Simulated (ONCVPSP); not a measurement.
# gallium (Ga), ONCV: configuration errors across variants

```json
{
 "Element": "gallium (Ga)",
 "Generator": "ONCVPSP 4.0.1",
 "Type": "optimised norm-conserving Vanderbilt (ONCV)",
 "Functional": "PBE",
 "Relativity": "scalar-relativistic",
 "Frozen core": "[Ar] 3d10",
 "Valence charge": "3",
 "Reference configuration": "4s2 4p1",
 "Partial waves": "4s: rc 1.80 bohr, ncon 4, nbas 7, qcut 4.1 1/bohr, local; 4p: rc 2.05 bohr, ncon 3, nbas 6, qcut 4.6 1/bohr, 1 projector",
 "Local potential": "the s channel",
 "Core correction": "Teter function, fcfact 4, rcfact 1.2"
}
```

All-electron excitation energies from the reference (eV): (1) 4s2 4p0 5.688; (2) 4s1 4p0 26.817; (3) 4s2 4p0.5 2.030; (4) 4s1 4p2 6.538.

1 further variants failed, have other tests or too few solved ones, and are left out.

Errors AE − PS in meV (a dash: test not solved or not reliable):

| change | (1) | (2) | (3) | (4) | bound ghosts | GHOST(+) flags above zero |
| --- | --- | --- | --- | --- | --- | --- |
| base | +9.8 | -17 | +2.0 | -3.9 | none | none |
| s: qcut 4.2; p: qcut 4.7 | +9.8 | -17 | +2.0 | -3.9 | none | none |
| p: qcut 3.7 | +10.0 | -18 | +2.1 | -2.6 | none | p |
| p: rc 1.86 | +9.7 | -17 | +1.9 | -4.1 | none | none |
| p: qcut 3.1 | +10 | -19 | +2.1 | -1.6 | none | p |
| core correction Teter function, fcfact 4, rcfact 1.76 | -99 | -544 | -20 | -26 | none | none |

Question: Give the same row for: core correction polynomial model core, fcfact 0.4.

Answer: -11, -166, -1.8, -16; bound ghosts: none; GHOST(+) flags above zero: none.
